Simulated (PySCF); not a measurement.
Several orderings of computed values.

Species are written as SMILES; each is one conformer at its optimised geometry, gas phase, non-relativistic unless stated. Electronic properties by PySCF.

The conformers computed, where there is a choice (atom-mapped SMILES and torsion angles):
- `[CH3:1][S:2][SiH2:3]/[CH:4]=[CH:5]\[SiH3:6]`: C1–S2–Si3–C4 -60°, S2–Si3–C4–C5 105°
- `[CH2:1]=[N:2][Si@H:3]([CH3:4])[O:5][CH2:6][CH3:7]`: C1–N2–Si3–C4 -7°, N2–Si3–O5–C6 -57°, Si3–O5–C6–C7 73°
- `[CH2:1]=[CH:2][CH2:3][CH2:4][N:5]([CH3:6])[CH3:7]`: C1–C2–C3–C4 119°, C2–C3–C4–N5 -177°, C3–C4–N5–C6 -63°
- `[CH3:1][CH2:2][CH2:3][C@H:4]([CH3:5])[S:6][CH3:7]`: C1–C2–C3–C4 178°, C2–C3–C4–C5 -177°, C3–C4–S6–C7 61°
- `[CH2:1]=[C:2]([CH3:3])[C@H:4]([CH3:5])[NH:6][CH3:7]`: C1–C2–C4–C5 -112°, C2–C4–N6–C7 -71°
- `[F:1][C@@:2]1([CH2:3][CH2:4][Cl:5])[CH2:6][O:7][CH:8][O:9]1`: F1–C2–C3–C4 -60°, C2–C3–C4–Cl5 -179°
- `[CH2:1]=[CH:2][C:3]([S-:4])[CH:5]=[CH2:6]`: C1–C2–C3–S4 0°, C2–C3–C5–C6 -1°
- `[CH2-:1][CH:2][C@:3]([CH3:4])([NH2:5])[CH2:6][CH3:7]`: C1–C2–C3–C4 74°, C2–C3–C6–C7 54°, H–N5–C3–C2 63°, H–N5–C3–C2 -49°
- `[CH2:1][C:2](=[CH2:3])[C:4]([CH3:5])=[S:6]`: C1–C2–C4–C5 -154°
- `[CH:1]=[C:2]1[CH2:3][CH:4]([SH:5])[CH2:6]1`: H–S5–C4–C3 54°
- `[CH:1]#[C:2][C:3](=[CH2:4])[S:5][CH3:6]`: C2–C3–S5–C6 -1°
- `[CH2:1]=[C:2]([CH3:3])[O:4][SiH2:5][NH:6][CH3:7]`: C1–C2–O4–Si5 -2°, C2–O4–Si5–N6 174°, O4–Si5–N6–C7 176°

**Question.** Rank by HOMO energy, lowest first (PBE0/def2-SVPD at GFN2-xTB geometries).
A. `C=C(C)[C@H](C)NC`
B. `CS[SiH2]/C=C\[SiH3]`
C. `CCC[C@H](C)SC`
D. `[Si@@H](N=C)(C)OCC`
E. `C=CCCN(C)C`

**Answer.** D (-6.87 eV), B (-6.75 eV), A (-6.54 eV), C (-6.18 eV), E (-5.95 eV).

**Question.** By how much do the two ends of that ranking differ?

**Answer.** By 0.92 eV, between `C=CCCN(C)C` and `C=N[Si@H](C)OCC`.

**Question.** Rank by smallest rotational constant, lowest first (GFN2-xTB).
A. `[CH2]C(=C)C(C)=S` [radical]
B. `F[C@@]1(CCCl)CO[CH]O1` [radical]
C. `C=C[C]([S-])C=C` [radical]
D. `CCC[C@H](C)SC`
E. `[CH2-][CH][C@](C)(N)CC` [radical]
F. `CS[SiH2]/C=C\[SiH3]`
G. `C=CCCN(C)C`

**Answer.** B (0.624 GHz), F (0.850 GHz), D (1.069 GHz), G (1.133 GHz), C (1.495 GHz), A (1.662 GHz), E (1.761 GHz).

**Question.** Rank by isotropic g value, highest first (unrestricted B3LYP/pcH-1, mean-field spin–orbit at GFN2-xTB geometries).
A. `[CH2-][CH][C@](C)(N)CC` [radical]
B. `F[C@@]1(CCCl)CO[CH]O1` [radical]
C. `[CH]=C1CC(S)C1` [radical]
D. `[C](C=C)([S-])C=C` [radical]

**Answer.** D (2.01032), B (2.00327), A (2.00262), C (2.00224).

**Question.** Rank by lowest triplet excitation (Tamm–Dancoff), lowest first (TDA PBE0/def2-SVPD at GFN2-xTB geometries).
A. `CCC[C@H](C)SC`
B. `CN(CCC=C)C`
C. `C#CC(=C)SC`
D. `[SiH2](SC)/C=C\[SiH3]`

**Answer.** C (2.92 eV), D (3.87 eV), B (4.38 eV), A (4.98 eV).

**Question.** By how much do the two ends of that ranking differ?

**Answer.** By 2.06 eV, between `CCC[C@H](C)SC` and `C#CC(=C)SC`.

**Question.** Rank by electronic spatial extent ⟨r²⟩ about the centre of nuclear charge, lowest first (PBE0/def2-SVPD at GFN2-xTB geometries).
A. `C#CC(=C)SC`
B. `CCC[C@H](C)SC`
C. `C=C(C)[C@H](C)NC`
D. `O(C(C)=C)[SiH2]NC`
E. `N(CCC=C)(C)C`
F. `CS[SiH2]/C=C\[SiH3]`

**Answer.** A (732 bohr²), C (866 bohr²), E (1113 bohr²), B (1250 bohr²), D (1359 bohr²), F (1432 bohr²).

**Question.** Rank by dipole moment, highest first (PBE0/def2-SVPD at GFN2-xTB geometries).
A. `CCC[C@H](C)SC`
B. `C=C(C)[C@H](C)NC`
C. `C=CCCN(C)C`
D. `C=N[Si@H](C)OCC`
E. `C(C(=C)SC)#C`

**Answer.** A (1.64 D), E (1.47 D), D (1.11 D), B (0.94 D), C (0.54 D).

**Question.** Give the two extremes of that set in atomic units.

**Answer.** `C=CCCN(C)C`: 0.21 au; `CCC[C@H](C)SC`: 0.64 au.
